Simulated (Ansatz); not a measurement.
Consider the substitution at a C–N bond: `C[N](C)[InH2]` + `[OH][Mg][F]` → `C[O][Mg][F]` + `C[NH][InH2]`.

Calculated with Ansatz (gas phase, PBE0-D4/def2-TZVP geometries, no zero-point term in ΔE). CCSD(T)/CBS adds triple-zeta CCSD(T) − MP2 to the extrapolated MP2 energy (def2 sets, frozen cores). Functionals use def2-TZVPP. HSE06 is defined as in plane-wave codes. Elements past krypton have def2 core potentials. For In, Mg outer-core shells are correlated without core-valence functions, which leaves a few kJ/mol of doubt a bond. One conformer a species, not always the lowest.

`C[N](C)[InH2]`:

Z-matrix (Å, degrees):
```
C
N 1 1.438
H 1 1.093 2 111.1
H 1 1.102 2 111.8 3 120.2
H 1 1.102 2 111.8 3 -120.2
C 2 1.438 1 112.4 3 179.9
In 2 2.019 1 123.8 3 -0.2
H 6 1.102 2 111.8 1 -59.7
H 6 1.102 2 111.8 1 59.8
H 6 1.093 2 111.1 1 -179.9
H 7 1.712 2 113.9 1 -180.0
H 7 1.712 2 113.9 1 0.0
```

`[OH][Mg][F]`:

```xyz
4

O    -1.025   -0.027   -0.360
Mg    0.650    0.048    0.156
F     2.334    0.145    0.624
H    -1.959   -0.167   -0.420
```

`C[O][Mg][F]`:

Cartesian coordinates in Å:
```
C 0.239 0.964 0.612
O -0.042 -0.174 -0.112
Mg -0.402 -1.621 -1.030
F -0.762 -3.067 -1.947
H 0.345 0.747 1.685
H 1.177 1.434 0.282
H -0.555 1.717 0.510
```

`C[NH][InH2]`:

Z-matrix (Å, degrees):
```
C
N 1 1.443
H 1 1.098 2 112.6
H 1 1.093 2 110.1 3 119.2
H 1 1.098 2 112.6 3 -121.6
In 2 2.011 1 128.0 3 -119.2
H 2 1.008 1 112.6 3 60.8
H 6 1.711 2 115.1 1 180.0
H 6 1.713 2 113.8 1 -0.0
```

(1) Is it downhill or uphill in electronic energy at CCSD(T)/CBS, and by how much? (An estimate is asked.)

(2) What do these levels give: LDA (SPW92), HSE06-D4, ωB97X-V, r2SCANh, LC-ωPBE, HF/def2-SVP? (An estimate is asked.)

Largest T1 diagnostic among the species: 0.017.

## Answers

(1) Ansatz gave: Uphill: ΔE = +34.6 kJ/mol.

(2) The calculation gave: LDA (SPW92) 36.3, HSE06-D4 30.0, ωB97X-V 28.0, r2SCANh 29.0, LC-ωPBE 25.9, HF/def2-SVP 8.1 kJ/mol.

In def2-TZVPP, CCSD(T) changes the Hartree–Fock value by +20.3 kJ/mol (the triples alone add +3.0 kJ/mol) and MP2 by +26.4 kJ/mol. Leaving LDA and LC-ωPBE aside and taking each functional with its dispersion term where it has one, the values, not all of them listed here, spread over 7.8 kJ/mol, from BHLYP-D4 to revPBE-D4. LDA lies +9.1 kJ/mol from PBE without D4. At CCSD(T), def2-SVP lies −9.0 kJ/mol from the extrapolated value and def2-TZVPP −1.2 kJ/mol.
